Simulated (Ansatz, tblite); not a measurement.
Removing and adding an electron: the cluster Hg2S2. Charge 0, multiplicity 1. Geometry: r2SCAN-D4/def2-SVP. Ansatz, gas phase; energy differences of separate SCF runs; the oxidised species was run as a doublet alone; the reduced species was run as a doublet alone.

```xyz
4

Hg    0.851   -0.998   -0.601
Hg   -0.851    0.998    0.601
S     1.398    0.290    1.500
S    -1.398   -0.290   -1.500
```

In the def2 sets Hg takes a core potential; there is no spin–orbit coupling. The xTB rows come from tblite. The structure comes from a short search, and lower isomers may exist.

```
               level  −HOMO (eV)  vertical IE (eV)  −LUMO (eV)  vertical EA (eV)  HOMO–LUMO gap (eV)  IE − EA (eV)
            GFN1-xTB       11.17             14.32        9.05              6.33                2.13          7.98
            GFN2-xTB       11.12             13.97        9.92              7.34                1.20          6.64
    PBE-D4/def2-TZVP        5.63              8.27        4.68                 –                0.95             –
   PBE-D4/def2-TZVPD        5.67                 –        4.71              2.49                0.96             –
 r2SCAN-D4/def2-TZVP        5.84              8.36        4.64                 –                1.20             –
r2SCAN-D4/def2-TZVPD        5.86                 –        4.65              2.60                1.21             –
   PBE0-D4/def2-TZVP        6.70              8.46        3.99                 –                2.71             –
  PBE0-D4/def2-TZVPD        6.73                 –        4.02              2.49                2.71             –
```

Relaxing the oxidised species (r2SCAN-D4/def2-SVP) changes its energy by 0.01 eV at PBE-D4/def2-TZVP, so the adiabatic ionisation energy to this nearest minimum is 8.29 eV. At PBE0-D4/def2-TZVP it is 8.42 eV.   Raw xTB energy differences between charge states are shifted by several eV; the methods need an empirical correction for them.
